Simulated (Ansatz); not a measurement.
C3H6BNO, SMILES `NB(O)C1C=C1` at its PBE0-D4/def2-TZVP geometry, where that method's forces vanish. The species carries charge 0 and has multiplicity 1.

```xyz
12

N     1.4972   -1.1539   -0.6631
B     0.6690   -0.3057    0.1026
O     1.0403    0.1575    1.3441
C    -0.7220    0.1403   -0.4494
C    -1.8667    0.4637    0.4938
C    -1.3203    1.4801   -0.0595
H     1.2150   -1.4851   -1.5681
H     2.4026   -1.4858   -0.3807
H     1.9021   -0.1447    1.6349
H    -1.0030   -0.2454   -1.4359
H    -2.5818    0.0350    1.1737
H    -1.2326    2.5440   -0.1925
```

**Question.** What forces (eV/Å) does ωB97M-V/def2-TZVPP give on these atoms in Ansatz 0.2.0? (An estimate is asked.)

**Answer.** Computed: 
```
N1   0.100 -0.097 -0.083
B2  -0.117  0.007 -0.093
O3   0.092  0.044  0.169
C4   0.124 -0.190 -0.233
C5  -0.129  0.077  0.115
C6  -0.092  0.145  0.076
H7   0.011  0.009  0.028
H8  -0.026  0.011 -0.006
H9  -0.039  0.017 -0.007
H10  0.022  0.032  0.079
H11  0.069  0.049 -0.065
H12 -0.014 -0.103  0.019
```
